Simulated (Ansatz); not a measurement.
| atom | x (Å) | y (Å) | z (Å) |
| --- | --- | --- | --- |
| C | 1.2852 | 0.0000 | 0.0000 |
| C | 0.7091 | 1.1279 | 0.0000 |
| C | -0.5805 | 1.1159 | 0.0000 |
| C | -1.2164 | 0.0000 | 0.0000 |
| C | -0.5805 | -1.1159 | 0.0000 |
| C | 0.7091 | -1.1279 | 0.0000 |
| H | 1.2201 | 1.9945 | 0.0000 |
| H | -1.0872 | 1.9853 | 0.0000 |
| H | -2.2216 | 0.0000 | 0.0000 |
| H | -1.0872 | -1.9853 | 0.0000 |
| H | 1.2201 | -1.9945 | 0.0000 |

Basis set: cc-pVDZ (spherical functions). Left uncorrelated: 6 orbitals. Charge 0, multiplicity 2.

Computed with Ansatz (development build ahead of 0.2.0); each method stands on the lowest determinant of its kind that the runs found.

(1) Give the atomization energy at this shape (free ground-state atoms in the same class of orbitals less the molecule, no zero-point energy) of doublet C₆H₅ by UHF-MP2, UHF.

Answers

(1)

```
 method  atomization energy
UHF-MP2    1101.48 kcal/mol
    UHF     846.91 kcal/mol
```

Caution: the shape is not the minimum; the unrestricted determinant is spin contaminated.
